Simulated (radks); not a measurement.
The numbers below are computed, except where a source is named.
These are the eigenvalues of the occupied orbitals of an atom or ion with whole-number occupations (Ry). Level of theory: scalar-relativistic Kohn-Sham, LDA (Slater exchange, Perdew-Wang correlation), spin-unpolarised, spherical densities, finite nucleus; Fermi nuclear charge, rms radius of each element as measured or else 0.836 A^(1/3) + 0.57 fm (a radial shooting solver on a logarithmic mesh with Libxc functionals).

orbital  eigenvalue
1s        -5932.330
2s        -1049.111
2p        -908.0381
3s        -249.6593
3p        -208.7197
3d        -164.8138
4s        -56.24739
4p        -42.81142
4d        -26.64922
5s        -10.65778
4f         -8.69190
5p         -7.05497
5d         -3.00773

Which element is it, and in what charge state? The configuration may be excited.

Answer. Z = 79, gold, charge +3: Au3+ in [Xe] 4f14 5d8. The list shows which subshells hold electrons but not how many an open one holds; the 1s level, -2966.2 hartree, gives Z - s = 77.0 by -(Z - s)^2/2, which with screening and relativity narrows Z to a few neighbours, and the depths of the outer levels then fix element, charge and occupations together.
